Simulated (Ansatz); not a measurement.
Mulliken charges of `ClB[TeH]` from B3LYP/def2-TZVPP in Ansatz (PBE0-D4/def2-TZVP geometry).

```csv
atom,x (Å),y (Å),z (Å),charge (e)
Cl1,-1.201,-0.584,1.286,-0.118
B2,-0.533,-0.355,-0.302,-0.031
Te3,1.292,0.656,-0.685,0.132
H4,-1.119,-0.784,-1.245,0.046
H5,1.611,0.994,0.906,-0.029
```

Q: By hand: the dipole of these point charges (1 e Å = 4.8032 D).

A: Σ q r = (0.231, 0.102, -0.316) e Å, of length 0.405 e Å = 1.95 D.

Q: How does the dipole of the full density compare? (Estimate.)

A: The calculation gave: (0.127, 0.066, -0.077) e Å, 0.78 D; the point charges give 2.50 times that, at 23° from its direction.

Point charges leave out the atoms' own dipoles, such as those of lone pairs, and Mulliken's split depends on the basis, so the two needn't agree.

B3LYP here is the variant with VWN-RPA as its local correlation; programs differ in this.
